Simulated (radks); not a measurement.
Isoelectronic series with 59 electrons, each ion in its NIST ground configuration. All-electron calculation, Dirac Kohn-Sham, PBEsol, spin-unpolarised, spherical densities, point nucleus; open shells are shared between the two j in proportion to 2j + 1. Program: a radial shooting solver on a logarithmic mesh with Libxc functionals. Total energies (hartree) and mean radii <r> (bohr):

| ion | configuration | E (hartree) | 4f7/2 | 4f5/2 |
|---|---|---|---|---|
| Pr | [Xe] 4f3 6s2 | -9239.1705 | 1.223 | 1.194 |
| Nd+ | [Xe] 4f4 6s1 | -9626.1405 | 1.115 | 1.095 |
| Pm2+ | [Xe] 4f5 | -10022.9093 | 1.042 | 1.026 |
| Sm3+ | [Xe] 4f5 | -10429.3240 | 0.9103 | 0.9001 |
| Eu4+ | [Xe] 4f5 | -10845.2952 | 0.8266 | 0.8187 |
| Gd5+ | [Kr] 4d10 4f6 5s2 5p5 | -11270.4899 | 0.7916 | 0.7841 |
| Tb6+ | [Kr] 4d10 4f8 5s2 5p3 | -11705.1569 | 0.7856 | 0.7776 |
| Dy7+ | [Kr] 4d10 4f9 5s2 5p2 | -12150.3709 | 0.7549 | 0.7472 |
| Ho8+ | [Kr] 4d10 4f10 5s2 5p1 | -12605.7376 | 0.7274 | 0.7200 |
| Er9+ | [Kr] 4d10 4f10 5s2 5p1 | -13071.6316 | 0.6855 | 0.6788 |
| Tm10+ | [Kr] 4d10 4f11 5s2 | -13547.5787 | 0.6643 | 0.6577 |
| Yb11+ | [Kr] 4d10 4f11 5s2 | -14033.9658 | 0.6314 | 0.6252 |
| Lu12+ | [Kr] 4d10 4f11 5s2 | -14530.6166 | 0.6025 | 0.5967 |
